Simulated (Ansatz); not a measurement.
`O=C=NB(F)Cl` + H–F → `FB(F)Cl` + `N=C=O` at 298.15 K and 1 bar (ligand exchange at a B–N bond).

Gas-phase electronic energies from Ansatz, PBE0-D4/def2-TZVP geometries. CCSD(T)/CBS is the MP2 limit (def2-TZVPP, def2-QZVPP) plus CCSD(T) − MP2 in def2-TZVPP, frozen cores. This one scheme is used for every species. Each species was taken in one conformer, which may not be the lowest.

```json
{"species": "`O=C=NB(F)Cl`", "CCSD(T)/CBS energy (Eh)": "-752.42964", "H − E (kJ/mol)": "76.1", "S (J/(mol·K))": "332.3"}
{"species": "H–F", "CCSD(T)/CBS energy (Eh)": "-100.39570", "H − E (kJ/mol)": "33.5", "S (J/(mol·K))": "173.6"}
{"species": "`FB(F)Cl`", "CCSD(T)/CBS energy (Eh)": "-684.31926", "H − E (kJ/mol)": "41.0", "S (J/(mol·K))": "275.6"}
{"species": "`N=C=O`", "CCSD(T)/CBS energy (Eh)": "-168.51995", "H − E (kJ/mol)": "67.5", "S (J/(mol·K))": "238.3"}
```

H − E and S are ideal-gas, rigid-rotor, harmonic terms from PBE0-D4/def2-TZVP, for one conformer and one mirror image of each species. 1 Eh = 2625.50 kJ/mol, R = 8.31446 J/(mol·K).

**Question.** By hand: ΔE, ΔH, ΔS and ΔG.

**Answer.** ΔE = (-684.31926) + (-168.51995) − (-752.42964) − (-100.39570) = -0.01387 Eh = -36.4 kJ/mol. Δ(H − E) = 41.0 + 67.5 − 76.1 − 33.5 = -1.1, so ΔH = -37.5 kJ/mol. ΔS = 275.6 + 238.3 − 332.3 − 173.6 = 8.0 J/(mol·K). ΔG = -37.5 − 298.15 × (8.0)/1000 = -39.9 kJ/mol.

**Question.** By hand: the equilibrium constant, and the temperature at which ΔG would vanish if ΔH and ΔS stayed fixed.

**Answer.** log₁₀ K = −ΔG/(RT ln 10) = 7.0. ΔH and −TΔS have one sign here, so there is no such temperature.

The number of gas molecules stays the same, so ΔS is small and ΔH decides. A doubt of 5 kJ/mol in ΔE shifts log₁₀ K by 0.9 here. Other conformers and mirror images would add mixing entropy, several J/(mol·K) or more a flexible species. These are equilibria of isolated gas molecules and say nothing of rates. Largest T1 diagnostic: 0.018 (customary marks: 0.02 for closed shells, 0.045 for open ones).

ΔS is within the doubt of such terms, so its sign, and with it that verdict, could turn.
